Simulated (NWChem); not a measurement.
**Atomisation of F₃In**

SMILES: [F][In]([F])[F]
```xyz
4

In     0.0000     0.0000     0.0001
F      0.0000     0.0000     1.9583
F     -1.6958     0.0000    -0.9793
F      1.6958     0.0000    -0.9793
```
Charge 0, spin multiplicity 1.

Everything below was run with NWChem. Structure: optimised with PBE/def2-SVP with def2 effective core potentials on In, a minimum by its harmonic frequencies.

Basis set: def2-TZVP. The atomisation energy is electronic alone: no zero-point, thermal, spin-orbit or counterpoise terms. No value is extrapolated to the basis-set limit. Free atoms are single determinants with multiplicities In 2, F 2. Correlated methods freeze the same cores in atoms and molecule, 7 orbitals in all.

The cost column gives rough processor time relative to HF; each entry includes its own SCF. Costs are the molecule's.

Effective core potentials replace the inner electrons of In; spin-orbit coupling is left out. B3LYP has NWChem's definition, with VWN1-RPA local correlation. GW and range-separated runs recompute their integrals, the others keep them in memory, which bears on the times. The structure started from a generated list of species. The stability of the SCF solutions was not checked. Open-shell Hartree-Fock references start from PBE0 orbitals; any time given for them includes that run.

| method | atomisation energy (kcal/mol) | relative cost |
|---|---|---|
| PBE0 | 279.9 | under 3 |
| B3LYP | 279.8 | under 3 |
| LC-wPBE (omega 0.3 per bohr) | (withheld) | 10 |
| PBE | 300.4 | under 3 |
| LDA (SVWN5) | (withheld) | under 3 |
| CAM-B3LYP | (withheld) | 10 |
| BP86 | 296.7 | under 3 |
| MP2 | 300.4 | 3 |
| HF | (withheld) | 1 |

Task: What belongs in the gaps?

Result: 
- LC-wPBE (omega 0.3 per bohr), atomisation energy (kcal/mol): 300.0
- LDA (SVWN5), atomisation energy (kcal/mol): 349.3
- CAM-B3LYP, atomisation energy (kcal/mol): 288.0
- HF, atomisation energy (kcal/mol): 181.8
